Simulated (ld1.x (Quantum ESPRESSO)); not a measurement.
## Before and after: TM potential for hafnium (Hf)

| Item | Value |
| --- | --- |
| Element | hafnium (Hf) |
| Generator | ld1.x (Quantum ESPRESSO) 7.5 |
| Type | norm-conserving Troullier–Martins (Kleinman–Bylander form) |
| Functional | PBE |
| Relativity | scalar-relativistic |
| Frozen core | [Xe] 4f14 |
| Valence charge | 4 |
| Reference configuration | 5d2 6s1.5 6p0 (charge +0.5) |
| Partial waves | 6s (bound): rc 2.45 bohr; 6p (bound, empty): rc 3.90 bohr; 5d (bound): rc 2.95 bohr |
| Local potential | all-electron potential smoothed inside 3.65 bohr (lloc = -1) |
| Core correction | a·sin(br)/r model core inside 1.60 bohr |

All-electron outer shells of the reference configuration (PBE, scalar-relativistic, ld1.x):

```tsv
shell	level (eV)	outermost node (bohr)	outermost maximum (bohr)
4f	-20.13	–	0.45
6s	-7.95	1.36	2.85
5d	-5.81	0.67	1.69
6p	-3.77	1.65	3.80
```

Change: local potential all-electron potential smoothed inside 4.28 bohr (lloc = -1).

Cutoffs: the cutoffs (Ry, on a coarse ladder) from which the occupation-weighted sum of valence levels, in a spherical-Bessel basis at the reference potential, stays within 10 and 1 mRy of its value at 400 Ry; they do not see the model core or the augmentation charge, which bear on the density cutoff. Errors are all-electron minus pseudo energies relative to the spin-unpolarised reference configuration.

What does the change do?

The potential gets neither clearly harder nor softer (18 Ry and 25 Ry → 18 Ry and 25 Ry); of the 7 tests that both files solve, the error grows in 7 and shrinks in 0 by more than 15 % and 0.3 meV (median size 32.3 → 62.6 meV); neither file shows a bound ghost. The local part now departs from the all-electron potential out to 4.28 bohr, far beyond the s radius of 2.45 bohr, and whatever the projectors do not describe feels it: the likely cause.

| quantity | base | changed |
| --- | --- | --- |
| cutoff, loose | 18 Ry | 18 Ry |
| cutoff, tight | 25 Ry | 25 Ry |
| bound ghosts | none | none |
| error for 5d2 6s2 6p0, meV [ΔE -3.25 eV] | +0.1 | -2.7 |
| error for 5d2 6s1 6p0, meV [ΔE 4.72 eV] | -3.7 | -7.6 |
| error for 5d2 6s0 6p0, meV [ΔE 18.90 eV] | -39 | -75 |
| error for 5d2 6s0 6p2, meV [ΔE 4.61 eV] | -22 | -30 |
| error for 5d1 6s2 6p1, meV [ΔE -1.29 eV] | -87 | -109 |
| error for 5d1 6s0 6p0, meV [ΔE 40.70 eV] | -275 | -395 |
| error for 5d3 6s1 6p0, meV [ΔE -0.66 eV] | -32 | -63 |
